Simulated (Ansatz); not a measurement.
CH5GeNS, SMILES `C[S][Ge][NH2]`, charge 0, multiplicity 1.

Problem. Give a relaxed structure at PBE0-D4/def2-TZVP (Ansatz 0.2.0). (An estimate is asked.)

Solution. Computed: 
Z-matrix (Å, degrees):
```
C
S 1 1.808
H 1 1.091 2 111.2
H 1 1.091 2 111.2 3 123.1
H 1 1.090 2 107.3 3 -118.5
Ge 2 2.246 1 107.7 3 -61.5
N 6 1.822 2 99.7 1 0.1
H 7 1.007 6 127.7 2 0.1
H 7 1.007 6 119.9 2 -179.9
```
Point group Cs.
This is one stationary point; other conformers may exist.
